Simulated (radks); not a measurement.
Valence configurations of Ar II (all share [Ne]). All-electron calculation, scalar-relativistic Kohn-Sham, PBE, spin-polarised, spherical densities, finite nucleus; open shells are filled with parallel spins first; Fermi nuclear charge, rms radius 3.4274 fm. Program: a radial shooting solver on a logarithmic mesh with Libxc functionals. Energies are relative to 3s2 3p5; eigenvalues in eV for spin up.

valence      E (eV)  moment (Bohr magnetons)    e(3p)    e(3s)
3s2 3p5       0.000                        1  -22.605  -37.221
3s1.5 3p5.5   7.270                        1  -22.912  -37.590
3s1 3p6      14.545                        1  -23.217  -37.956

NIST lists [Ne] 3s2 3p5 as the ground configuration; this level of theory agrees among the configurations tried. The energies are those of spherical high-spin densities, not of single terms.
